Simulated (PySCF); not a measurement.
Vertical excitations of a molecule CH3Si, multiplicity 2 from TDA-PBE/def2-TZVPD (PySCF), as energy in eV (oscillator strength): 1.76 (0.000), 2.81 (0.001), 3.54 (0.000), 4.91 (0.001), 5.10 (0.048), 5.31 (0.016), 5.55 (0.009), 5.58 (0.010), 5.74 (0.000), 5.89 (0.034). Geometry: PBE0-D3(BJ)/def2-TZVP. The values are those of a single conformer.

Question: Which molecule gave these data?
A. C=[SiH]
B. C[Si]
C. [CH]=[SiH2]

Answer: C, [CH]=[SiH2]
